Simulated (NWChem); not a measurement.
Species: C2H6OSi; SMILES C=C[SiH2]O

```xyz
10

Si    -0.5280     0.6951    -0.0371
O      1.0370     1.2772    -0.0500
C     -0.5300    -1.1719     0.0349
C      0.5953    -1.8892    -0.0640
H     -1.1584     1.1890    -1.2933
H     -1.3004     1.2296     1.1313
H      1.5254     1.2025     0.7747
H     -1.4814    -1.7064     0.1635
H      1.5681    -1.4021    -0.1991
H      0.6009    -2.9843    -0.0214
```
Atoms are numbered in this order, from 1.

Program: NWChem. All runs use the structure optimised with PBE0/def2-SVP. Level: PBE0/def2-SVP with SMD (1 M gas to 1 M solution), gas-phase geometry. Reactions with the solvent are ignored.

What does the run give for solvent water? Quantities: solvation free energy (kcal/mol); cavity-dispersion-structure term (kcal/mol); dipole in solution (D).


```yaml
solvation free energy (kcal/mol): -2.4
cavity-dispersion-structure term (kcal/mol): 4.0
dipole in solution (D): 2.15
```
